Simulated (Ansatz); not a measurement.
Single points on In₁₀N₁₁H₂₈²⁺, a nanocrystal cut from wurtzite InN (hydrogen-capped).

```yaml
crystal:
  periodic: [false, false, false]
  atoms:
    - {symbol: In, position_ang: [0.178807, -2.158484, -3.406439]}
    - {symbol: N, position_ang: [-1.481988, -0.850036, -4.079847]}
    - {symbol: N, position_ang: [0.169579, -1.851819, -1.258513]}
    - {symbol: In, position_ang: [-1.731981, -0.997665, -0.575654]}
    - {symbol: In, position_ang: [0.145062, -2.099776, 2.274083]}
    - {symbol: N, position_ang: [-1.507040, -0.870228, 1.590620]}
    - {symbol: N, position_ang: [0.204162, -1.812753, 4.450134]}
    - {symbol: In, position_ang: [-1.683487, -0.975795, 5.358705]}
    - {symbol: In, position_ang: [-1.781066, 1.241895, -3.402996]}
    - {symbol: N, position_ang: [-1.518455, 1.076942, -1.255542]}
    - {symbol: In, position_ang: [-1.742204, 1.174594, 2.277432]}
    - {symbol: N, position_ang: [-1.462264, 1.078507, 4.453089]}
    - {symbol: N, position_ang: [1.860066, -0.849483, -4.049535]}
    - {symbol: In, position_ang: [2.032670, -0.997974, -0.546443]}
    - {symbol: N, position_ang: [1.852679, -0.863971, 1.655130]}
    - {symbol: In, position_ang: [2.145009, 1.239727, -3.363947]}
    - {symbol: N, position_ang: [0.193802, 2.041476, -4.046614]}
    - {symbol: N, position_ang: [1.844623, 1.064422, -1.212198]}
    - {symbol: In, position_ang: [0.154916, 2.259927, -0.543126]}
    - {symbol: In, position_ang: [2.016083, 1.159532, 2.416884]}
    - {symbol: N, position_ang: [0.182575, 2.033646, 1.658101]}
    - {symbol: H, position_ang: [0.192322, -3.729889, -4.068145]}
    - {symbol: H, position_ang: [-2.354222, -1.352974, -3.871971]}
    - {symbol: H, position_ang: [-1.467089, -0.840406, -5.107178]}
    - {symbol: H, position_ang: [0.165227, -2.817830, -0.899004]}
    - {symbol: H, position_ang: [-3.117320, -1.795455, -1.213018]}
    - {symbol: H, position_ang: [0.153807, -3.732201, 1.744747]}
    - {symbol: H, position_ang: [-2.346464, -1.354408, 1.941712]}
    - {symbol: H, position_ang: [0.391055, -2.716971, 4.899945]}
    - {symbol: H, position_ang: [1.007365, -1.228751, 4.708249]}
    - {symbol: H, position_ang: [-2.976202, -1.719746, 4.511479]}
    - {symbol: H, position_ang: [-1.249424, -0.727102, 7.010641]}
    - {symbol: H, position_ang: [-3.134596, 2.042302, -4.062284]}
    - {symbol: H, position_ang: [-2.356199, 1.556870, -0.894575]}
    - {symbol: H, position_ang: [-3.150805, 2.001287, 1.750647]}
    - {symbol: H, position_ang: [-2.150536, 1.692830, 4.904486]}
    - {symbol: H, position_ang: [-0.554046, 1.480324, 4.710965]}
    - {symbol: H, position_ang: [1.848577, -0.830505, -5.077032]}
    - {symbol: H, position_ang: [2.730630, -1.357622, -3.846555]}
    - {symbol: H, position_ang: [3.476555, -1.827481, -0.990118]}
    - {symbol: H, position_ang: [2.694782, -1.357485, 1.986933]}
    - {symbol: H, position_ang: [3.534976, 2.041448, -3.942407]}
    - {symbol: H, position_ang: [0.203561, 2.023571, -5.074148]}
    - {symbol: H, position_ang: [0.190686, 3.049176, -3.842113]}
    - {symbol: H, position_ang: [2.672082, 1.540947, -0.823957]}
    - {symbol: H, position_ang: [0.160529, 3.925827, -0.984130]}
    - {symbol: H, position_ang: [1.721496, 0.988064, 4.165744]}
    - {symbol: H, position_ang: [3.463757, 1.994339, 1.976356]}
    - {symbol: H, position_ang: [0.177961, 3.009181, 1.991414]}
basis:
  gaussian: {orbitals: def2-SVP, fitting: {mean_field: def2-universal-jkfit}, initial_orbitals: start.molden}
total_charge: 2
magnetization: {spin_polarized: true, initial_magnetization: 1}
hamiltonian: {xc: pbe0, dispersion: d4}
scf: {omitted_lower_state_checks: [starts]}
output: {orbitals: {seedname: orbitals}}
```

The file start.molden holds the orbitals of an earlier run on this structure, at another level or in another basis.

```sh
$ ansatz run in.yaml --threads 2 --pin off --events-out ev --progress --plain --max-ram 32768MiB --backend cuda --devices 0, --max-vram 18GiB
```

Output, abridged:

```
Functional definition: PBE0
3531 factors; integrals over basis functions are off by at most 3.3e-1 eV
mean field evaluation 1: about -68546.9128 eV, gradient 5.8e0 eV
mean field evaluation 2: about -68547.0907 eV, gradient 2.4e-1 eV
mean field evaluation 4: about -68547.1012 eV, gradient 3.0e-2 eV
mean field evaluation 8: about -68547.1013 eV, gradient 1.8e-5 eV
mean field -68547.10127763 eV, -2519.0595090589 hartree, gradient 1.8e-5 eV, S^2 0.761013; 0 other end points of the search recorded, 0 dependent functions left out
reference -68547.10137539 eV, -2519.0595126513 hartree; 157, 156 occupied and 397, 398 virtual orbitals, 3531 factors
Total energy: -68549.64684101 eV, -2519.1530567875 hartree
Checks for a lower state left out: starts
```

Hardware: 2 threads of AMD EPYC 7R13 on a shared host and a share (18 GiB) of an NVIDIA H100 80GB HBM3. Wall time 26 s, peak host memory 1.2 GiB.

First input, but with `hamiltonian: {xc: pbe, dispersion: d4}` (abridged; 29 s):

```
Functional definition: PBE
mean field -68545.94152655 eV, -2519.0168889926 hartree, gradient 1.3e-5 eV, S^2 0.753401
Total energy: -68548.76857891 eV, -2519.1207812506 hartree
Checks for a lower state left out: starts
```

Geometry: r2SCAN-D4/def2-SVP.

In the def2 sets In takes a core potential; there is no spin–orbit coupling. Single mean-field runs in def2-SVP are fitted with def2-universal-jkfit.
